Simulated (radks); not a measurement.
Values are calculated unless marked as measured or tabulated.
All-electron atom: Ta3+ in [Xe] 4f14 5d1 6s1 (not the ground configuration). Code: a radial shooting solver on a logarithmic mesh with Libxc functionals. Model: scalar-relativistic Kohn-Sham, PBE, spin-polarised, spherical densities, point nucleus; open shells are filled with parallel spins first (spin-orbit coupling, left out, can overturn this in heavy ions).

Unscreened Slater integrals over Kohn-Sham orbitals (cm^-1). They are taken over the spin-up orbitals.

integral,value
"F0(6s,6s)",75138
"F0(6s,5d)",85721
"G2(6s,5d)",24060
"F0(6s,4f)",98031
"G3(6s,4f)",3828.0
"F0(6s,5p)",91549
"G1(6s,5p)",8486.9
"F0(5d,5d)",110100
"F2(5d,5d)",57775
"F4(5d,5d)",38258
"F0(5d,4f)",141090
"F2(5d,4f)",33479
"F4(5d,4f)",15929
"G1(5d,4f)",13783
"G3(5d,4f)",11717
"G5(5d,4f)",9055.7
"F0(5d,5p)",126400
"F2(5d,5p)",61762
"G1(5d,5p)",73005
"G3(5d,5p)",45107
"F0(4f,4f)",318960
"F2(4f,4f)",152700
"F4(4f,4f)",96030
"F6(4f,4f)",69150
"F0(4f,5p)",189010
"F2(4f,5p)",61341
"G2(4f,5p)",28424
"G4(4f,5p)",22609
"F0(5p,5p)",155280
"F2(5p,5p)",83883

Derived for the open shells (J is the average intra-shell exchange parameter used in DFT+U). 5d: Racah B = F2/49 - 5 F4/441 = 745.3 cm^-1, C = 35 F4/441 = 3036 cm^-1, C/B = 4.07, F4/F2 = 0.662, J = (F2 + F4)/14 = 6860 cm^-1.
